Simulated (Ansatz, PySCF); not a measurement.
Gas-phase reaction (SMILES): CCB(Br)CC [bromo(diethyl)borane] + N (NH3) → CCB(N)CC [[amino(ethyl)boranyl]ethane] + Br (HBr); ammonia cleaves one B-Br bond, a model of a ligand-exchange step.

Geometries: B3LYP-D3(BJ)/def2-TZVP minima from Ansatz (a quantum-chemistry and plane-wave program), one conformer each, not searched for the lowest. Correlated levels leave the core frozen unless marked. Spin-orbit coupling is left out. Frozen are the shells of the preceding noble gas and the d and f shells that filled before the atom's block. No relativistic terms. CBS marks a two-point X^-3 extrapolation of the correlation energy; Hartree-Fock from the larger set. Thermal terms are rigid-rotor harmonic-oscillator values from B3LYP-D3(BJ) frequencies (Ansatz or PySCF) at 298.15 K and 1 atm. 1 Eh = 627.5095 kcal/mol.

```csv
species,"E, CCSD(T)/CBS(cc-pVTZ,cc-pVQZ) (Ansatz) (Eh)","E, wB97M-V/def2-TZVPD (Ansatz) (Eh)",H - E (Eh)
CCB(Br)CC,-2755.75215,-2757.31198,0.14496
N (NH3),-56.50369,-56.55014,0.03799
CCB(N)CC,-238.98405,-239.26462,0.17216
Br (HBr),-2573.28320,-2574.60901,0.00927
```

Question: Work out ΔE and ΔH at 298.15 K at the first level, then ΔH at the second.

Answer: 
1. ΔE = [(-238.98405) + (-2573.28320)] - [(-2755.75215) + (-56.50369)] = -0.01141 Eh = -7.2 kcal/mol at CCSD(T)/CBS(cc-pVTZ,cc-pVQZ).
2. The terms H - E add up to -0.00152 Eh, so ΔH = (-0.01141 + (-0.00152))×627.5095 = -8.1 kcal/mol.
3. At wB97M-V/def2-TZVPD the same steps give ΔE = -7.2 and ΔH = -8.2 kcal/mol, a shift of -0.1 from the first level.
4. These values are not checked against measurement here, since the tables used lack a sound gas-phase enthalpy of formation for at least one species.
